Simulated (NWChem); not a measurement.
Species: CH₃ISi, singlet; SMILES [Si](I)C

Computed with NWChem. Low-valent species are run as closed-shell singlets; no triplet was tried in these runs. Coordinates come from a PBE0/def2-SVP optimisation. Not confirmed as a minimum by frequencies. def2 effective core potentials on I; no spin-orbit coupling. Ions are spin-unrestricted doublets at the neutral geometry; other ion states weren't tried.

What does the run give for PBE0/def2-SVP? Quantities: vertical ionisation energy, ΔSCF (eV); −ε(HOMO) (eV).


```yaml
vertical ionisation energy, ΔSCF (eV): 8.59
"−ε(HOMO) (eV)": 6.58
```
